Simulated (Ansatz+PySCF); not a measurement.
The numbers below are computed, except where a source is named.
## PySCF 2.14.0 run

```python
from pyscf import gto, scf, cc

mol = gto.M(atom="""
Be 0.000000 0.000000 0.000000
S 0.000000 0.000000 1.840000
""", basis='6-31g', charge=0, spin=0)
mf = scf.RHF(mol)
mf.kernel()
mycc = cc.CCSD(mf, frozen=6).run()
et = mycc.ccsd_t()
print(mf.e_tot, mycc.e_corr, et, mycc.e_tot + et)
```

The script is written out from the run's settings.

The run gave:

| Item | Value |
| --- | --- |
| Converged | yes |
| Reference energy | -412.08033 hartree |
| CCSD correlation energy | -0.09489 hartree |
| Triples correction | -0.00647 hartree |
| Total energy | -412.18169 hartree |
| Spin squared of the determinant | 0.000 |
